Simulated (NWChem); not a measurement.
# C₅H₈; SMILES C[C@@H]1C=CC1

```xyz
13

C      0.0475     1.7750    -0.2844
C      0.0247     0.4616     0.4744
C      1.0353    -0.5985     0.0873
C      0.1051    -1.4974    -0.2658
C     -1.0548    -0.5870     0.0514
H     -0.8326     2.3916    -0.0411
H      0.0520     1.6012    -1.3726
H      0.9452     2.3635    -0.0359
H      0.0046     0.6565     1.5624
H      2.1296    -0.6101     0.1032
H      0.1536    -2.5244    -0.6395
H     -1.6701    -0.2788    -0.8112
H     -1.7298    -0.9218     0.8575
```
Atoms are numbered in this order, from 1.

Program: NWChem. Pople sets run with spherical d functions. Structure relaxed at the PBE0/def2-SVP level. No frequency run checked for a minimum. Ions are spin-unrestricted doublets at the neutral geometry; other ion states weren't tried. Functional: LC-ωPBE (HJS hole) with 6-31G*; rows give the range parameter ω in 1/bohr.

```json
[
 {"range parameter (1/bohr)": "0.05", "vertical ionisation energy, ΔSCF (eV)": "9.06", "−ε(HOMO) (eV)": "6.45", "ΔSCF minus −ε(HOMO) (eV)": "2.61"},
 {"range parameter (1/bohr)": "0.15", "vertical ionisation energy, ΔSCF (eV)": "9.12", "−ε(HOMO) (eV)": "7.80", "ΔSCF minus −ε(HOMO) (eV)": "1.32"},
 {"range parameter (1/bohr)": "0.20", "vertical ionisation energy, ΔSCF (eV)": "___", "−ε(HOMO) (eV)": "___", "ΔSCF minus −ε(HOMO) (eV)": "___"},
 {"range parameter (1/bohr)": "0.25", "vertical ionisation energy, ΔSCF (eV)": "9.21", "−ε(HOMO) (eV)": "8.77", "ΔSCF minus −ε(HOMO) (eV)": "0.44"},
 {"range parameter (1/bohr)": "0.40", "vertical ionisation energy, ΔSCF (eV)": "9.28", "−ε(HOMO) (eV)": "9.64", "ΔSCF minus −ε(HOMO) (eV)": "-0.36"}
]
```

Question: Fill in the missing entries.

Answer: 
- 0.20, vertical ionisation energy, ΔSCF (eV): 9.17
- 0.20, −ε(HOMO) (eV): 8.33
- 0.20, ΔSCF minus −ε(HOMO) (eV): 0.84
